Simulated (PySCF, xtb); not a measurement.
CH₇FO₂Si₂, SMILES O[Si](O)(F)C[SiH3].

GFN2-xTB (xtb 6.7.1) at its own geometry gives an orbital gap of 6.12 eV and a dipole moment of 1.85 D.

The structure is a stationary point at PBE-D3(BJ)/def2-SVP. The structure was generated by enumeration, and PubChem lists no compound with its InChIKey, so it may never have been made. The values are those of a single conformer.

**Question.** What does PBE/def2-TZVP run with PySCF give? (An estimate is asked for; the answer gives what the named calculation found.)

**Answer.** gap 6.81 eV (levels -7.41 and -0.60 eV), dipole 1.71 D.
